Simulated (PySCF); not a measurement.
SiFI₃, SMILES F[Si](I)(I)I.

Geometry optimised at B3LYP-D3(BJ)/def2-SVP. The def2 effective core potentials stand for the cores of I; spin–orbit coupling is left out.

Two levels are set side by side: PBE/def2-TZVP (PySCF) and HF/def2-TZVP (PySCF). Same geometry, gas phase. Differences are taken from unrounded values.

| quantity | PBE |
|---|---|
| orbital gap (eV) | 3.50 |
| highest occupied level (eV) | -6.69 |
| lowest empty level (eV) | -3.18 |
| dipole moment (D) | 0.96 |
| mean polarisability (bohr³) | 124.7 |

Problem. These are the PBE values. What does HF give? (An estimate is asked for; the answer gives what the named calculation found.)

Solution. 
```tsv
quantity	HF	PBE minus HF
orbital gap (eV)	11.08	-7.58
highest occupied level (eV)	-10.29	3.61
lowest empty level (eV)	0.79	-3.97
dipole moment (D)	1.06	-0.10
mean polarisability (bohr³)	112.6	12.1
```

Without exact exchange PBE keeps part of each electron's self-repulsion, which lifts occupied levels and narrows the gap. PBE's more diffuse valence density responds more strongly to a field. Differences between two approximate levels are no errors against the true value.

Rough cost on one machine, each run with all the roots and properties that it gave: HF against PBE about 1/3.
